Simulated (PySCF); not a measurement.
C7H7FO.
SMILES with atom numbers: `[OH:1][CH2:2][c:3]1[cH:4][cH:5][c:6]([F:7])[cH:8][cH:9]1` (hydrogens: H10 on O1; H11, H12 on C2; H13 on C4; H14 on C5; H15 on C8; H16 on C9)

All values: wB97X-D/pcSseg-2 (PySCF, non-relativistic), on one gas-phase PBE0-D3(BJ)/def2-TZVP geometry that isn't relaxed in the solvent. The solvent is an IEF-PCM continuum (van der Waals radii × 1.2). Specific hydrogen bonds and non-electrostatic terms are outside this model.

Gas phase at wB97X-D/pcSseg-2: HOMO -8.87 eV, LUMO 1.07 eV, dipole 1.21 D.

Question: What does the continuum do to the energy, the frontier levels and the dipole at wB97X-D/pcSseg-2 in chloroform?

Answer: 
| solvent | ε | E(solvent) − E(gas) (kcal/mol) | polarisation term (kcal/mol) | distortion of the solute (kcal/mol) | HOMO (eV) | LUMO (eV) | dipole (D) |
| --- | --- | --- | --- | --- | --- | --- | --- |
| chloroform | 4.711 | -4.46 | -4.87 | 0.41 | -8.79 | 1.19 | 1.53 |

The polarisation term is half the interaction of the solute with the surface charges that it induces; the rest is the cost of distorting the solute's density. The sum is the electrostatic part of solvation alone.

Question: Which radius a makes the point-dipole formula ΔE = −[(ε − 1)/(2ε + 1)]·μ²/a³ give the value in chloroform, with the gas-phase dipole?

Answer: μ = 0.474 au and |ΔE| = 0.00710 Eh give a = 1.19 Å; the farthest nucleus lies 3.54 Å from the centroid of the nuclei, so such a sphere wouldn't even hold the nuclei. The formula assumes a rigid point dipole at the centre of a sphere.

Shape of the structure used: `[OH:1][CH2:2][c:3]1[cH:4][cH:5][c:6]([F:7])[cH:8][cH:9]1`: O1–C2–C3–C4 41°, H–O1–C2–C3 56°.

Note: wB97X-D ran without an empirical dispersion term, which enters the total energy and its gradient alone.
